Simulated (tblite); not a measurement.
C4H12Sn (SMILES [CH3][Sn]([CH3])([CH3])[CH3]), singlet, geometry from GFN2-xTB (such geometries of metal compounds can be far from the true shape); GFN1-xTB run with tblite 0.6.0.

The tblite input:
```
$ tblite run mol.xyz --method gfn1 --charge 0 --spin 0 --json tblite.json --no-restart

# file mol.xyz
17

C     -0.32734664    -1.51883391    -1.54944519
Sn    -0.00000000    -0.00000000     0.00000000
C     -0.05342988     1.99613663    -0.90960238
C     -1.57557007    -0.15380819     1.51944552
C      1.95634658    -0.32349453     0.93960205
H     -1.29048020    -1.37405102    -2.02483684
H     -0.30413761    -2.51246171    -1.11729855
H      0.44288661    -1.45732837    -2.30940794
H      0.10673102     2.75991054    -0.15754954
H     -1.01404233     2.17327110    -1.37910495
H      0.71932449     2.08999374    -1.66367605
H     -2.55019221     0.00353832     1.07229975
H     -1.56384962    -1.13487237     1.97983804
H     -1.42941886     0.59017776     2.29385516
H      2.00057458    -1.30612049     1.39465773
H      2.74759880    -0.25098716     0.20254834
H      2.13500534     0.41892964     1.70867485
```

What the program printed (banner, timings and long lists left out):

```
xTB calculator
 | screened Coulomb repulsion
 | Coulomb electrostatics
 |  * isotropic Klopman-Ohno-Mataga-Nishimoto electrostatics
 |  * onsite third-order electrostatics
 | DFT-D3(BJ) dispersion correction

halogen bonding energy    0.0000000000000E+00 Eh
repulsion energy          2.2447537093341E-01 Eh
dispersion energy        -5.8556644964956E-03 Eh
number of electrons       3.2000000000000E+01 e
integral cutoff           2.8182813135037E+01 bohr

------------------------------------------------------------
  cycle        total energy    energy error   density error
------------------------------------------------------------
      1     -17.37309249420  -1.7591712E+01   5.2007018E-01
      2     -17.38189072166  -8.7982275E-03   3.0147658E-01
      3     -17.38190626449  -1.5542832E-05   2.4382933E-02
      4     -17.38191796663  -1.1702143E-05   1.1702563E-03
      5     -17.38191891250  -9.4586711E-07   1.2904693E-04
      6     -17.38191892375  -1.1245785E-08   6.2477946E-05
      7     -17.38191892475  -1.0056418E-09   1.0469683E-05
------------------------------------------------------------

electronic energy        -1.7600538631189E+01 Eh
total energy             -1.7381918924752E+01 Eh

Post processing:
 | Mayer-Wiberg bond orders

[Info] JSON dump of results written to 'tblite.json'
```
